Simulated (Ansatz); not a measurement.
Reaction (redistribution): `B[CH2][SnH2][F]` + `CC(C)O[SiH3]` → `CC(C)[O][SnH2][F]` + `BC[SiH3]`

Computed with Ansatz on PBE0-D4/def2-TZVP structures; ΔE is electronic, products minus reactants. CCSD(T)/CBS adds triple-zeta CCSD(T) − MP2 to the extrapolated MP2 energy (def2 sets, frozen cores). Functionals use def2-TZVPP. Elements past krypton have def2 core potentials. For Sn outer-core shells are correlated without core-valence functions, which leaves a few kJ/mol of doubt a bond. Each species was taken in one conformer, which may not be the lowest.

```csv
level,ΔE (eV)
r2SCAN-D4,0.58
HF/CBS(def2),0.70
```

**Question.** What does CCSD(T)/CBS give? (An estimate is asked.)

**Answer.** The calculation gave: +0.61 eV. The listed levels differ from it by -0.03, 0.09 eV.

Largest T1 diagnostic among the species: 0.013.

From PBE to PBE0 (25 % exact exchange), in def2-TZVPP and without D4, ΔE moves by +0.06 eV.
